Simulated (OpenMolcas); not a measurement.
## Ce2+: effect of the active space

- Program: OpenMolcas 26.06
- Method: SS-CASPT2 or its RAS form, IPEA 0.25 Eh, imaginary shift 0.1 Eh
- Basis: ANO-RCC-VQZP
- Scalar Hamiltonian: DKH2, point nucleus
- Spin-orbit coupling: RASSI with atomic mean-field integrals over the reference wave functions, term energies averaged over their components

A. 2 electrons in 7 orbitals (4f); 2S+1 = 3 even, 21 roots; 2S+1 = 1 even, 28 roots; closed shells correlated: 5s 5p; CASPT2 step about 100 core-seconds
B. 8 electrons in 10 orbitals (RAS1 5p, at most 2 holes; RAS2 4f); 2S+1 = 3 even, 21 roots; 2S+1 = 1 even, 27 roots; closed shells correlated: 5s; CASPT2 step roughly 6 core-minutes

Energies in cm⁻¹ above 4f² ³H₄, the measured ground level; measured values from Martin, Zalubas and Hagan, Atomic Energy Levels: The Rare-Earth Elements, NSRDS-NBS 60 (1978).

```tsv
Level	A	B	Measured
4f² ³H₄	0.0	0.0	0.0
4f² ³H₅	1691	1950	1528
4f² ³H₆	3460	3690	3127
4f² ³F₂	4080	4400	3763
4f² ³F₃	5160	5580	4765
4f² ¹D₂	15750	11860	12835
4f² ¹I₆	19780	15940	17421
4f² ³P₀	21240	21000	
4f² ³P₁	21750	21300	16524
4f² ³P₂	22580	22050
```

Deviations, from unrounded energies. A percentage is the sum of absolute deviations over the sum of measured energies, with the sign that they share, or ± where signs differ.

```tsv
Against measurement	Levels	A	B
mean absolute deviation (cm-1)	7	1700	1400
fine structure of the ground term (%)	2	+10.6	+21.2
other terms of the ground configuration (%)	5	+20.3	±15.7
```

B lies closest to measurement on these levels. The largest miss of B in the table is 4f² ³P₁, by +4800 cm-1. The ranking rests on the paired levels alone, and a cruder setting can come out closer through cancelling errors.

The spin-orbit steps hold different terms of 4f² (B lacks ¹S), which shifts levels as well.

The two smallest mean deviations differ by little beside CASPT2's spread within terms, so their order carries little weight.

Between A and B the level of the table that moves most is 4f² ¹D₂, by 3900 cm-1 (lowest in B, highest in A). Moves below CASPT2's spread within the term are not significant.

CASPT2 breaks the degeneracy within a term, and the mean is taken; among the terms shown or strongly mixed into the levels shown the widest spread is 2000 cm-1 (4f² ¹I, A). Over all roots computed the reference weight is 0.86 to 0.92 in A; the roots of lowest weight are the least certain, and an intruder state may touch them. Some terms miss by over 15 % even with CASPT2, which points to a basis or an active space too small for the shells correlated. High states are left out of the spin-orbit mixing, which shifts the levels that they would mix with (holds for B). Active for correlation alone: 5p; no level in the range computed is led by a configuration that opens it, so any true level of that kind is missing (holds for B). The CASPT2 spread within a term exceeds the gap to the next term for 4f² ³H and 4f² ¹G, so the order of their levels is uncertain, and so are names and mixing where such terms share a J (holds for B). Measured partners are found by configuration, term and J. A level has none where our copy of the source lacks it or the pairing is in doubt (some pairs that miss far off the trend of their configuration count as doubtful), and it then counts in no deviation. Levels of configurations outside the active space are missing. The table leaves out levels that lie high or whose names do not pair safely across all columns.
